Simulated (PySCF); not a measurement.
# Nuclear quadrupole coupling in `CC(C)OCC(F)(F)F`

Compound: C₅H₉F₃O.
Z-matrix (Å and degrees, PBE0-D3(BJ)/def2-SVP geometry), rows numbered from 1:
```
C 
C   1  1.5163
C   2  1.5170  1  113.01
O   2  1.4281  1  107.82  3  -120.37
C   4  1.3790  2  117.51  1  -122.04
C   5  1.5192  4  113.93  2   -77.03
F   6  1.3298  5  111.91  4   -50.05
F   6  1.3416  5  112.08  4    70.56
F   6  1.3361  5  109.81  4  -170.26
H   1  1.1004  2  110.99  3   -58.77
H   1  1.1008  2  110.00  3    61.28
H   1  1.1000  2  110.77  3  -179.27
H   2  1.1054  1  109.15  3   121.40
H   3  1.1008  2  109.81  1   -61.36
H   3  1.1004  2  110.91  1    58.45
H   3  1.0986  2  111.02  1   178.97
H   5  1.1079  4  113.47  2    45.80
H   5  1.1009  4  107.92  2   165.12
```

Field gradients from the PBE0/pcSseg-1 density (PySCF, non-relativistic), principal values in atomic units, ordered |Vxx| ≤ |Vyy| ≤ |Vzz|:

```
atom      Vxx      Vyy     Vzz
  O4  -0.1055  -1.9467  2.0521
```

Q: Find the asymmetry η = (Vxx − Vyy)/Vzz and the couplings χ = eQV/h (234.96 MHz × Q in barn × V in au), with Q(17O) = −0.0256 b.

A: 
```tsv
atom	environment	nucleus	η	χzz (MHz)	χxx (MHz)	χyy (MHz)
O4	ether oxygen	17O	0.90	-12.34	0.63	11.71
```

Q: What is Vzz at O4 in SI units (1 au = 9.71736 × 10²¹ V/m²)?

A: 2.0521 au = 19.941 × 10²¹ V/m².

Q: What couplings would deuterons (Q(2H) = 0.00286 b) have in place of the hydrogens, at this geometry?

A: 
```
atom  bonded to  bond length (Å)  Vzz (au)     η  χzz (kHz)
 H10         C1            1.100    0.2919  0.03        196
 H11         C1            1.101    0.2902  0.03        195
 H12         C1            1.100    0.2932  0.03        197
 H13         C2            1.105    0.2677  0.10        180
 H14         C3            1.101    0.2904  0.03        195
 H15         C3            1.100    0.2921  0.03        196
 H16         C3            1.099    0.2921  0.03        196
 H17         C5            1.108    0.2651  0.07        178
 H18         C5            1.101    0.2764  0.06        186
```

One conformer (not necessarily the lowest) at the PBE0-D3(BJ)/def2-SVP geometry, without solvent, vibrations or thermal averaging. With a basis this small, the couplings can be 20 % off.
